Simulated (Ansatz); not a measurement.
Basis-set series for AlH$_{6}$N$_{3}$ (`[NH2][Al]([NH2])[NH2]`). Total charge 0; spin multiplicity 1. All single points use the PBE0-D4/def2-TZVP geometry. It is one conformer, not always the lowest.

```
functional       basis  functions  energy (Eh)  HOMO (eV)  LUMO (eV)
   PBE0-D4    def2-SVP         90   -409.89655      -6.36       0.75
   PBE0-D4  def2-TZVPP        219   -410.19571      -6.74       0.30
   ωB97M-V    def2-SVP         90   -410.11218      -8.76       2.28
   ωB97M-V  def2-TZVPP        219   -410.41841      -9.14       1.73
```

Give the rows for def2-QZVPP. (An estimate is asked.)

Computed: 
```csv
functional,basis,functions,energy (Eh),HOMO (eV),LUMO (eV)
PBE0-D4,def2-QZVPP,421,-410.21557,-6.83,0.01
ωB97M-V,def2-QZVPP,421,-410.43745,-9.24,1.31
```

Positive LUMOs are unbound and depend on the basis.
